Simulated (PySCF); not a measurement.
SMILES [CH](=C)[GeH]([Br])[CH]=C, B3LYP/def2-SVP optimised geometry.

```
13

Ge     0.11    -0.69     0.00
Br    -0.57    -1.71    -2.01
C     -0.63    -1.73     1.47
C     -1.39    -2.83     1.34
C     -0.52     1.15     0.00
C      0.31     2.20     0.01
H      1.65    -0.69     0.00
H     -0.39    -1.36     2.48
H     -1.65    -3.23     0.36
H     -1.78    -3.36     2.21
H     -1.61     1.32     0.00
H     -0.06     3.23     0.03
H      1.40     2.08     0.00
```

Density from B3LYP/def2-TZVP (PySCF) at that geometry.

Minimum of the electron density along straight lines between bonded atoms, close to the bond critical point (lines longer than 1.1 times the sum of covalent radii, or with two minima, are not listed):

```csv
bond,length / Å,ρ at the minimum / e bohr⁻³,∇²ρ there / e bohr⁻⁵,position (fraction from the first atom)
Ge1–Br2,2.353,0.086,0.05,0.43
Ge1–C3,1.950,0.130,0.09,0.47
C3–C4,1.337,0.349,-1.06,0.50
Ge1–C5,1.946,0.130,0.10,0.47
C5–C6,1.338,0.348,-1.05,0.50
Ge1–H7,1.544,0.133,0.04,0.59
C3–H8,1.099,0.274,-0.94,0.65
C4–H9,1.095,0.281,-0.99,0.65
C4–H10,1.096,0.279,-0.97,0.65
C5–H11,1.097,0.277,-0.95,0.65
C6–H12,1.096,0.279,-0.97,0.65
C6–H13,1.096,0.279,-0.98,0.65
```
